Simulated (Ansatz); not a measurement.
Ansatz (a program for electronic structure) input (CCSD(T,core; 1s of Na to Cl frozen)/cc-pwCVTZ):
A basis named .json is the Basis Set Exchange file of that set.

Ansatz 0.2 input:
```yaml
crystal:
  periodic: [false, false, false]
  atoms:
    - {symbol: N, position_ang: [-1.70694792, -0.65431634, 0.25024739]}
    - {symbol: Si, position_ang: [-0.58544650, 0.63195459, 0.00078934]}
    - {symbol: Si, position_ang: [1.53945345, -0.31873328, -0.23459536]}
    - {symbol: H, position_ang: [-1.55701904, -1.33366547, 0.97899941]}
    - {symbol: H, position_ang: [-2.68998636, -0.51749215, 0.07470125]}
    - {symbol: H, position_ang: [-0.54094717, 1.66956759, 1.07445027]}
    - {symbol: H, position_ang: [-0.99457733, 1.33399759, -1.23919540]}
    - {symbol: H, position_ang: [1.70708550, -1.56047537, 0.56858919]}
    - {symbol: H, position_ang: [2.66798244, 0.60318382, 0.06400796]}
basis:
  gaussian:
    orbitals: cc-pwCVTZ.json
magnetization: {spin_polarized: true, initial_magnetization: 1}
correlation: {method: ccsd_t, frozen_orbitals: {H: 0, N: 0, Si: 1}}
```

Output:

```
Functional definition: HF
integrals: 2.44 GiB planned
1393 factors; integrals over basis functions are off by at most 1.0e-3 eV
1.51 GiB of device memory are held for the factors and their scratch space
mean field: 1.14 GiB planned
mean field evaluation 1: about -17299.2644 eV, gradient 2.4e1 eV
mean field evaluation 2: about -17299.2656 eV, gradient 2.4e1 eV
mean field evaluation 4: about -17302.2149 eV, gradient 2.6e0 eV
mean field evaluation 8: about -17302.3055 eV, gradient 3.0e-3 eV
mean field evaluation 16: about -17302.3025 eV, gradient 2.2e-1 eV
mean field -17302.30552908 eV, -635.8480002699 hartree, gradient 6.5e-6 eV, S^2 0.760014; 0 other end points of the search recorded, 0 dependent functions left out
2 core orbitals not correlated
reference -17302.30552908 eV, -635.8480002699 hartree; 19, 18 occupied and 224, 225 virtual orbitals, 1393 factors
second order -27.52158207 eV of doubles, -0.00000000 eV of singles
coupled cluster: 20.87 GiB planned
cycle   1  -28.38374389 eV  change   -8.6e-1 eV  update   8.5e-2
cycle   2  -28.86801594 eV  change   -4.8e-1 eV  update   2.8e-2
cycle   3  -28.92249454 eV  change   -5.4e-2 eV  update   1.2e-2
cycle   4  -28.91144444 eV  change    1.1e-2 eV  update   4.3e-3
cycle   5  -28.91176896 eV  change   -3.2e-4 eV  update   1.9e-3
cycle   6  -28.91226738 eV  change   -5.0e-4 eV  update   8.3e-4
cycle   7  -28.91209679 eV  change    1.7e-4 eV  update   3.9e-4
cycle   8  -28.91220704 eV  change   -1.1e-4 eV  update   1.9e-4
cycle   9  -28.91226893 eV  change   -6.2e-5 eV  update   8.8e-5
cycle  10  -28.91221874 eV  change    5.0e-5 eV  update   4.2e-5
cycle  11  -28.91224897 eV  change   -3.0e-5 eV  update   2.0e-5
perturbative correction -0.64507290 eV, -0.0237059918 hartree
Total energy: -17331.86285095 eV, -636.9342118137 hartree
```

It need not be the lowest isomer of its formula.
